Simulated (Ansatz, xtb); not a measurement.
Stretching the Al1–H2 bond in CH5AlO (SMILES C[O][AlH2]) (multiplicity 1 held, fragments rigid). Energies count from the point at 1.571 Å.
Geometry at that point (charge 0, multiplicity 1):
```xyz
8

Al    -0.48448     0.89781     0.62601
H     -0.45267     1.21771     2.16386
H     -1.22107     1.77313    -0.46313
O      0.33969    -0.49209     0.13374
C      0.56151    -1.13057    -1.10068
H      0.08823    -0.60053    -1.93547
H      1.63509    -1.19352    -1.29911
H      0.16204    -2.14812    -1.07007
```

Unrestricted levels (U-) break spin symmetry where that is lower. Curves can end on different states.

Correlated levels freeze the cores.

The values were computed with Ansatz (a quantum-chemistry and plane-wave program); xtb for the GFN methods.  The GFN methods have no spin term and hold the electronic entropy of 300 K.

Q: Estimate the energy at R = 5.028 Å that GFN2-xTB returns for this input.

A: 104.8 kcal/mol

Q: Estimate the energy at R = 5.028 Å that U-SCS-MP2/cc-pV(T+d)Z returns for this input.

A: 88.4 kcal/mol

Q: What is the computed energy at R = 5.028 Å (U-wB97X-V/cc-pV(T+d)Z)?

A: 89.8 kcal/mol

Doubts at one or more of the structures used: a spin-contaminated determinant (U-wB97X-V/cc-pV(T+d)Z, U-SCS-MP2/cc-pV(T+d)Z).
